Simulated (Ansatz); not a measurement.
A structure relaxed at PBE0-D4/def2-TZVP, charge 0, multiplicity 1:

Cartesian coordinates in Å:
```
C -0.386 -0.379 -1.021
Si 0.419 0.515 0.385
O -0.292 0.219 1.827
F 1.949 0.044 0.430
H 0.118 -0.147 -1.962
H -1.434 -0.085 -1.114
H -0.346 -1.462 -0.879
H 0.408 1.985 0.239
H -0.437 -0.689 2.095
```

Task: Give its formula and SMILES.

Result: CH5FOSi, `C[SiH](O)F`.

Task: Summarise the bond lengths by kind.

Result: 1 × C–Si 1.851 Å; 3 × C–H 1.093 Å; 1 × O–Si 1.634 Å; 1 × F–Si 1.601 Å; 1 × H–Si 1.477 Å; 1 × H–O 0.958 Å.

Results of the Gaussian-basis code of Ansatz.
